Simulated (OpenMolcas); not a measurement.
**N, P, As, Sb, Bi: ns² np³ down the group**

```
Program             : OpenMolcas
Method              : CASSCF
Basis               : ANO-RCC-VQZP
Scalar Hamiltonian  : DKH2, point nucleus
Spin-orbit coupling : state interaction with AMFI integrals over the reference wave functions, term energies averaged over their components
```

Active space for each ion: 5 electrons in 4 orbitals (s p).

Computed levels in cm-1 above ⁴S°_3/2:

| Level | N | P | As | Sb | Bi |
| --- | --- | --- | --- | --- | --- |
| ²D°_3/2 | 22997 | 15336 | 14391 | 12148 | 12240 |
| ²D°_5/2 | 22998 | 15347 | 14689 | 13473 | 16896 |
| ²P°_3/2 | 30306 | 20720 | 20739 | 20356 | 31682 |
| ²P°_1/2 | 30308 | 20715 | 20408 | 18700 | 22849 |
| weight of ⁴S° in the lowest level (%) | 100 | 100 | 100 | 98 | 75 |

Mixed levels, with the weight of the term that names them: Bi ⁴S°_3/2 (75 %), Bi ²D°_3/2 (66 %), Bi ²P°_3/2 (66 %).

Measured, with the error of the calculation in %. Measured levels: N, P, As, Sb, Bi from NIST Handbook of Basic Atomic Spectroscopic Data.

```
  Level              N              P             As             Sb            Bi
²D°_3/2  19233 (+19.6)  11361 (+35.0)  10593 (+35.9)   8512 (+42.7)  11419 (+7.2)
²D°_5/2  19224 (+19.6)  11377 (+34.9)  10915 (+34.6)   9854 (+36.7)  15438 (+9.4)
²P°_3/2   28839 (+5.1)  18748 (+10.5)  18648 (+11.2)  18464 (+10.2)  33165 (-4.5)
²P°_1/2   28839 (+5.1)  18723 (+10.6)  18186 (+12.2)  16395 (+14.1)  21661 (+5.5)
```

Without spin-orbit coupling ²D° lies 22998, 15345, 14617, 13050, 12549 cm-1 above ⁴S° in that order; the difference to the level ²D°_3/2, of either sign, comes from spin-orbit coupling, which also lowers the zero.

Without dynamic correlation excited terms often stand tens of per cent too high (terms of higher spin than the ground term too low), and those without a measured partner can miss by more than the paired ones (holds for N; P; As). No level of 3s 3p⁴ was computed, though it lies in the active space (holds for P). Computed and measured levels are paired by configuration, term and J; levels that our copy of the source lacks, or whose pairing is in doubt (as where it misses far off the trend of its configuration), stay unpaired and out of the deviations. Only configurations of the active space appear.

° marks odd parity.
